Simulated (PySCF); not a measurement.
**[PdH3]+: fields on a plane**

Computed with PySCF, PBE0, basis Pd def2-TZVP with ECP28, H def2-TZVP (scalar-relativistic core potentials, no spin–orbit coupling, density fitting).

The singlet minimum has Pd–H 1.497 Å (×3); H–Pd–H 72.2° (×3).

The plane holds Pd1 at (0.00, 0.00), H2 at (1.50, 0.00), H3 at (0.46, 1.43) Å. Columns run from x = -1.95 to 3.75 Å, rows from y = 3.75 (top) to -1.95 Å, in steps of 0.3 Å. Other isomers or separated fragments may lie lower. Core electrons replaced by a potential are absent, the electrostatic potential uses the reduced nuclear charge, and values within about 0.7 Å of such atoms have no physical meaning.

Problem. Give the electron localisation function (set to 0 where the density is under 0.005 e/Å³). Lower edges of the bins: '0' 0.000, '1' 0.100, '2' 0.200, '3' 0.300, '4' 0.400, '5' 0.499, '6' 0.599, '7' 0.699, '8' 0.799, '9' 0.899; top 1.00.

Solution. 
```
00000000000000000000
00000000000000000000
00000000000000000000
00000000000000000000
00000279997000000000
00001699999700000000
00002799999840000000
00012699999830000000
00012479999621000000
00012346886434300000
00012444333578850000
00013777634899980000
00014700746999990000
00015700746999990000
00014778735999990000
00012345433799970000
00000011222467600000
00000000011122000000
00000000000000000000
00000000000000000000
```

Problem. Give the electron density (e/Å³) (cut at 5 e/Å³). Every second row and column.

Solution. 
```
0.00 0.00 0.00 0.00 0.00 0.00 0.00 0.00 0.00 0.00
0.00 0.00 0.00 0.00 0.00 0.00 0.00 0.00 0.00 0.00
0.00 0.00 0.00 0.01 0.01 0.01 0.00 0.00 0.00 0.00
0.00 0.00 0.02 0.09 0.20 0.07 0.01 0.00 0.00 0.00
0.00 0.01 0.08 0.41 1.96 0.25 0.03 0.01 0.00 0.00
0.00 0.04 0.45 2.29 1.46 0.36 0.14 0.02 0.00 0.00
0.00 0.06 1.94 3.18 5.00 1.06 0.94 0.07 0.00 0.00
0.00 0.05 1.14 5.00 5.00 0.63 0.35 0.04 0.00 0.00
0.00 0.01 0.10 0.30 0.28 0.10 0.04 0.01 0.00 0.00
0.00 0.00 0.01 0.01 0.02 0.01 0.00 0.00 0.00 0.00
```
